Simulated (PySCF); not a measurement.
PySCF 2.14 output of a UHF calculation on a single atom or ion in cc-pVDZ-PP with ECP60MDF, with a scalar-relativistic core potential:

```
SCF conv_tol = 1e-09
number electrons alpha = 9  beta = 8
cycle= 1 E= -118.231106518183  delta_E= -0.00379  |g|= 0.0207  |ddm|= 0.0469
cycle= 2 E= -118.231758429071  delta_E= -0.000652  |g|= 0.012  |ddm|= 0.0244
cycle= 3 E= -118.232329465708  delta_E= -0.000571  |g|= 0.00988  |ddm|= 0.0274
cycle= 4 E= -118.23339349473  delta_E= -0.00106  |g|= 0.00627  |ddm|= 0.0713
cycle= 5 E= -118.233845092032  delta_E= -0.000452  |g|= 0.00481  |ddm|= 0.0495
cycle= 6 E= -118.234141708191  delta_E= -0.000297  |g|= 0.00246  |ddm|= 0.0581
cycle= 7 E= -118.234168456921  delta_E= -2.67e-05  |g|= 0.00139  |ddm|= 0.013
cycle= 8 E= -118.234178229142  delta_E= -9.77e-06  |g|= 0.000477  |ddm|= 0.0085
cycle= 9 E= -118.234178631696  delta_E= -4.03e-07  |g|= 9.86e-05  |ddm|= 0.00268
cycle= 10 E= -118.234178677986  delta_E= -4.63e-08  |g|= 1.3e-05  |ddm|= 0.000847
cycle= 11 E= -118.234178678205  delta_E= -2.19e-10  |g|= 4.33e-06  |ddm|= 2.58e-05
converged SCF energy = -118.234178678205  <S^2> = 0.88922856  2S+1 = 2.134693
```

The run itself started from symmetry-adapted Hartree-Fock orbitals and held the occupation by maximum overlap, so the iterations belong to that start.

Which element, charge and spin multiplicity is this?

Pt⁺ (platinum, charge +1), multiplicity 2; the state was [Xe] 4f14 5d9, 2D determinant.

Energies and moments cover only the electrons outside the core potential. Spin-orbit coupling, absent here, splits the open shell strongly. ⟨S²⟩ = 0.89 against 0.75 shows spin contamination.
